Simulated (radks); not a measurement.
Species: La4+. Configuration: [Kr] 4d10 5s2 5p5. Method: scalar-relativistic Kohn-Sham, AM05, spin-unpolarised, spherical densities, point nucleus; computed with a radial shooting solver on a logarithmic mesh with Libxc functionals.

Normalised radial functions P(r) = r R(r), r in bohr:

```
   r/bohr * 3p (the largest magnitude, 1.99, reaches the edge; | marks zero)
0.0008839                             *
  0.00117                             *
 0.001535                             *
 0.002031                             *
 0.002666                             *
 0.003528                             *
 0.004668                             |*
 0.006127                             |*
 0.008106                             | *
  0.01064                             |  *
  0.01408                             |   *
  0.01863                             |     *
  0.02445                             |        *
  0.03235                             |           *
  0.04246                             |              *
  0.05618                             |               *
  0.07434                             |             *
  0.09758                             |      *
   0.1291                        *    |
   0.1695           *                 |
   0.2242  *                          |
   0.2967  *                          |
   0.3894          *                  |
   0.5152                    *        |
   0.6763                          *  |
   0.8948                             *
    1.184                             *
    1.554                             *
    2.056                             *
    2.699                             *
    3.571                             *
    4.725                             *
```

3p: eigenvalue -1152.7 eV, 1 radial node at r = 0.116 bohr, <r> = 0.283 bohr, 90 % of the charge inside 0.425 bohr.
